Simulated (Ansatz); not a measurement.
`BCOC[SiH3]` → `BCOC` + `[SiH2]` at 298.15 K and 1 bar (silylene formation by 1,1-elimination).

Computed with Ansatz on PBE0-D4/def2-TZVP structures; ΔE is electronic, products minus reactants. CBS: MP2 limit from def2 TZ/QZ plus the TZ coupled-cluster correction, frozen cores. This one scheme is used for every species. Each species was taken in one conformer, which may not be the lowest.

```
     species  CCSD(T)/CBS energy (Eh)  H − E (kJ/mol)  S (J/(mol·K))
`BCOC[SiH3]`               -470.50580           296.5          362.7
      `BCOC`               -180.23463           252.3          304.1
    `[SiH2]`               -290.19011            40.6          207.5
```

H − E and S are ideal-gas, rigid-rotor, harmonic terms from PBE0-D4/def2-TZVP, for one conformer and one mirror image of each species. 1 Eh = 2625.50 kJ/mol, R = 8.31446 J/(mol·K).

Q: By hand: ΔE, ΔH, ΔS and ΔG.

A: ΔE = (-180.23463) + (-290.19011) − (-470.50580) = 0.08106 Eh = 212.8 kJ/mol. Δ(H − E) = 252.3 + 40.6 − 296.5 = -3.6, so ΔH = 209.2 kJ/mol. ΔS = 304.1 + 207.5 − 362.7 = 148.9 J/(mol·K). ΔG = 209.2 − 298.15 × (148.9)/1000 = 164.8 kJ/mol.

Q: By hand: the equilibrium constant, and the temperature at which ΔG would vanish if ΔH and ΔS stayed fixed.

A: log₁₀ K = −ΔG/(RT ln 10) = -28.9. ΔG = 0 at ΔH/ΔS = 1405 K.

The number of gas molecules changes by +1, which sets the sign of ΔS. A doubt of 5 kJ/mol in ΔE shifts log₁₀ K by 0.9 here. Other conformers and mirror images would add mixing entropy, several J/(mol·K) or more a flexible species. These are equilibria of isolated gas molecules and say nothing of rates. Largest T1 diagnostic: 0.014 (customary marks: 0.02 for closed shells, 0.045 for open ones).
